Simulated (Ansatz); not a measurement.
`CB([SiH3])BCl` from Hartree–Fock to CCSD(T)

```tsv
atom	x (Å)	y (Å)	z (Å)
C1	0.990	-0.147	1.340
B2	-0.054	-0.231	0.184
Si3	-0.135	1.295	-1.155
B4	-1.140	-1.446	-0.070
Cl5	-0.696	-2.731	-1.184
H6	0.424	0.325	2.163
H7	1.847	0.503	1.155
H8	1.329	-1.112	1.724
H9	-1.410	1.400	-1.915
H10	0.964	1.047	-2.135
H11	0.128	2.604	-0.491
H12	-2.247	-1.506	0.382
```

The species carries charge 0 and has multiplicity 1. Geometry: relaxed with PBE0-D4/def2-TZVP. It is one conformer, not always the lowest. Frozen core, restricted reference, Ansatz. CBS rows extrapolate triple and quadruple zeta; past MP2 they add the triple-zeta difference.

```tsv
basis	HF (Eh)	MP2 corr.
def2-TZVPP	-839.80453	-0.68550
def2-QZVPP	-839.83013	-0.73742
```

Task: Estimate the CCSD correlation energy and the (T) correction in each basis where they were run (hartree).

Result: 
```tsv
basis	CCSD corr.	(T)
def2-TZVPP	-0.75787	-0.03034
CBS(def2)	-0.84825	as TZ
```
